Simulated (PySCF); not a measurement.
**Working out the ionisation energy of Cu**

Cu [Ar] 3d10 4s1 (2S) → Cu⁺ [Ar] 3d10 (1S). Computed with PySCF 2.14 in cc-pVTZ-DK (7s6p4d2f1g, 68 functions), with scalar relativity by spin-free X2C-1e. Frozen: [Ar]. Energies in hartree (1 hartree = 27.21139 eV):

```
             part    Cu (lower)   Cu⁺ (upper)
              UHF  -1653.148770  -1652.907163
MP2 opposite-spin     -0.319566     -0.300444
    MP2 same-spin     -0.187953     -0.173971
```

Task: What does Hartree-Fock give?

Result: (-1652.907163) − (-1653.148770) = 0.241607 hartree = 6.574 eV.

Task: What do MP2 and SCS-MP2 (6/5 opposite-spin, 1/3 same-spin) give?

Result: The opposite-spin parts differ by 0.520 eV and the same-spin parts by 0.380 eV. MP2: 6.574 + (0.520) + (0.380) = 7.474 eV. SCS-MP2: 6.574 + 1.2 × (0.520) + (0.380)/3 = 7.325 eV.

Measured between the centres of the two terms (NIST): 7.726 eV, so MP2 (valence) is off by -0.252 eV.

What remains against the reference includes basis incompleteness, the frozen core and correlation beyond second order.
